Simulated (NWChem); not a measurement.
# C4H4O2; SMILES C1OC=COC=1

Results from NWChem. Medium grid unless said otherwise, to which SCAN and Minnesota functionals are sensitive. Geometry: optimised at B3LYP/6-31G* (spherical d). B3LYP is NWChem's, with the RPA form of VWN correlation. Total energies of different functionals are on different scales.

```csv
level,energy (Ha),highest occupied level (eV),orbital gap (eV)
PBE/def2-TZVP,-304.9707,-4.33,3.10
B3LYP/def2-TZVP,-305.3239,-5.36,4.91
r2SCAN/def2-TZVP,-305.1565,-4.52,3.52
CAM-B3LYP/def2-TZVP,-305.1897,-6.90,7.86
M06-2X/def2-TZVP,-305.2005,…,…
Hartree-Fock/def2-TZVP,-303.5660,-8.37,12.25
```

**Question.** Fill in the missing entries.

**Answer.** 
- M06-2X/def2-TZVP, highest occupied level (eV): -6.85
- M06-2X/def2-TZVP, orbital gap (eV): 7.59
